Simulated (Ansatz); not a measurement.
System: H₃BO, charge 0, singlet. H3BO (SMILES BO).
B3LYP-D3(BJ)/def2-TZVP minimum from Ansatz (a program for electronic structure):
```xyz
5

B     -0.4457    -0.5553     0.0638
H     -0.3408    -1.3261     0.9667
H     -1.2897    -0.6607    -0.7789
O      0.4421     0.4627     0.0264
H      0.3226     1.0619    -0.7182
```
Charge 0, spin multiplicity 1.

Quantity: atomisation energy (electronic, to ground-state atoms), in kcal/mol. Open shells are spin-unrestricted; no spin-orbit coupling. CBS(X,Y): correlation extrapolated as X^-3, Hartree-Fock from the larger set (Q,5: extrapolated as (X+1)exp(-9√X)). A bracket is a step between two methods taken in the basis named. The functionals are non-relativistic, so their misses hold any scalar relativity. Double hybrids freeze cores in their MP2 part. 'core' is core correlation in cc-pwCVTZ, 'X2C' scalar relativity in cc-pVTZ-DK, both at CCSD(T). For partners of very few electrons the exact lower level stands in for a higher one.

CCSD(T)/CBS(cc-pVQZ,cc-pV5Z) + [CCSDT(Q) - CCSD(T)]/cc-pVTZ + [CCSDTQ - CCSDT(Q)]/cc-pVDZ + core + X2C (Ansatz) gives 435.3 kcal/mol.

Task: What does PBE/def2-TZVPD (Ansatz) give here, and how do the other levels compare?

Result: PBE gives 438.5 kcal/mol, 3.2 kcal/mol above it. Differences of the others: B3LYP/def2-TZVPD (Ansatz) -0.4; PBE0/def2-TZVPD (Ansatz) -4.4; wB97M-V/def2-TZVPD (Ansatz) 0.9; B2PLYP/def2-TZVPD (Ansatz) -3.7; CCSD(T)/CBS(cc-pVQZ,cc-pV5Z) + core + X2C (Ansatz) 0.0 kcal/mol. Nearer than PBE: B3LYP/def2-TZVPD, wB97M-V/def2-TZVPD, CCSD(T)/CBS(cc-pVQZ,cc-pV5Z) + core + X2C.
